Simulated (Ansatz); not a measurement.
Frontier orbitals of C₃H₅AlO, SMILES `O=C/C=[CH]/[AlH2]`.

The species carries charge 0 and has multiplicity 1. The structure was optimised at the PBE0-D4/def2-TZVP level. It is one conformer, not always the lowest. Basis def2-TZVPP, Ansatz.

```tsv
functional	HOMO (eV)	LUMO (eV)
BLYP	-5.93	-3.47
```

Problem. Give HOMO and LUMO (eV) with LDA (SPW92), PBE, revPBE, r2SCAN, B97M-V, PBE0, B3LYP, r2SCANh, r2SCAN0, HSE06 (plane-wave form), BHLYP, CAM-B3LYP, LC-ωPBE, ωB97X-V, ωB97M-V, HF. (An estimate is asked.)

Solution. Ansatz gave: 
```tsv
functional	HOMO	LUMO
LDA (SPW92)	-6.16	-3.89
PBE	-6.01	-3.62
revPBE	-5.94	-3.52
r2SCAN	-6.30	-3.48
B97M-V	-6.49	-3.47
PBE0	-7.57	-2.71
B3LYP	-7.34	-2.92
r2SCANh	-6.89	-3.14
r2SCAN0	-7.78	-2.64
HSE06 (plane-wave form)	-7.16	-3.09
BHLYP	-9.08	-1.74
CAM-B3LYP	-9.02	-1.64
LC-ωPBE	-10.32	-0.53
ωB97X-V	-10.01	-0.61
ωB97M-V	-9.94	-0.76
HF	-10.69	0.51
```

B3LYP here is the variant with VWN-RPA as its local correlation; programs differ in this. LC-ωPBE has ω = 0.4 bohr⁻¹.
